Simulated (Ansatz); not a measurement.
Molecule: SbBr$_{2}$, charge 0, multiplicity 2. It need not be the lowest isomer of its formula. SMILES: [Br][Sb][Br]
Geometry from a B3LYP-D3(BJ)/def2-TZVP (Ansatz, an electronic-structure program) optimisation:
```xyz
3

Sb     0.1493    -0.5899     0.7138
Br     1.7658     0.8971    -0.5258
Br    -1.9833    -0.0376    -0.5143
```
Charge 0, spin multiplicity 2.

Property: vertical ionisation energy (to the singlet state of charge +1; each state is the SCF solution reached for its spin; for the singlet T1 is 0.025), in eV. Valence correlation only, unless marked. Open shells are spin-unrestricted. No spin-orbit coupling. The frozen core is the preceding noble-gas configuration, with the filled d and f shells of earlier blocks. Past Kr the def2 sets carry scalar-relativistic core potentials. Basis-set limits of correlation are two-point, X^-3; Hartree-Fock from the larger set. [CCSD(T)-MP2]/basis is that difference in the basis named.

```json
[
 {"level": "r2SCAN/def2-TZVPD", "program": "Ansatz", "vertical ionisation energy (eV)": "8.27"},
 {"level": "B3LYP/def2-TZVPD", "program": "Ansatz", "vertical ionisation energy (eV)": "8.23"},
 {"level": "PBE0/def2-TZVPD", "program": "Ansatz", "vertical ionisation energy (eV)": "…"},
 {"level": "BHLYP/def2-TZVPD", "program": "Ansatz", "vertical ionisation energy (eV)": "8.42"},
 {"level": "wB97X-V/def2-TZVPD", "program": "Ansatz", "vertical ionisation energy (eV)": "…"},
 {"level": "B2PLYP/def2-TZVPD", "program": "Ansatz", "vertical ionisation energy (eV)": "…"},
 {"level": "RI-MP2/CBS(def2-TZVPPD,def2-QZVPPD)+[CCSD(T)-MP2]/def2-TZVPPD", "program": "Ansatz", "vertical ionisation energy (eV)": "8.28"}
]
```

Problem. What belongs in the gaps?

Solution. 
- PBE0/def2-TZVPD, vertical ionisation energy (eV): 8.31
- wB97X-V/def2-TZVPD, vertical ionisation energy (eV): 8.44
- B2PLYP/def2-TZVPD, vertical ionisation energy (eV): 8.17
